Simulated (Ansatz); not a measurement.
Born–Oppenheimer molecular dynamics of H5NOSeSi (9 atoms, charge 0, multiplicity 1). It starts at the highest image of a converged band. Of that band: Neighbouring images differ by up to 1.5 eV, so the band resolves the path poorly. A vibrational analysis at the climbing image gives one clearly imaginary mode, 1324i cm⁻¹: a first-order saddle point.

These are results of Ansatz 0.2.0, RKS PBE/def2-SVP, not measurements.

```json
{
 "ensemble": "NVE (velocity Verlet)",
 "time step": "0.5 fs",
 "steps asked": "200",
 "starting velocities drawn for": "300 K",
 "seed": "8018"
}
```

First frame:

```xyz
9
Properties=species:S:1:pos:R:3
N -0.538 1.220 0.267
Si 0.385 -0.111 -0.728
O 1.566 -0.431 0.455
Se -1.078 -1.933 -0.947
H -0.113 1.642 1.106
H -1.566 1.250 0.281
H 0.027 1.455 -1.035
H 2.354 -0.870 0.085
H -0.949 -2.270 0.498
```

(1) How far do the bonds stretch over the last three quarters of this one trajectory? (Pairs bonded in most of those frames.)

## Answers

(1) 
```tsv
bond	mean (Å)	spread (Å)	shortest	longest
N1–H5	1.041	0.048	0.95	1.14
N1–H6	1.039	0.044	0.96	1.13
N1–H7	1.065	0.098	0.89	1.23
Si2–O3	1.735	0.033	1.68	1.79
Si2–Se4	2.453	0.114	2.19	2.59
O3–H8	0.979	0.017	0.95	1.00
Se4–H9	1.490	0.021	1.46	1.52
```

Mean temperature of the second half: 830 K. The conserved energy stayed within 1.1 meV per atom of its start (net change 0.27 meV per atom), so the integration is sound. The system heated up, since it started high on the potential surface and ran downhill. A run of 0.1 ps of so small a system gives no equilibrium averages. The orbitals stay closed-shell, which can raise the energy where a bond breaks towards radicals; this wasn't checked here.

Time of the run: 5.5 min on 2 threads of Arm Neoverse V1, on a shared host, peak memory 0.15 GiB.
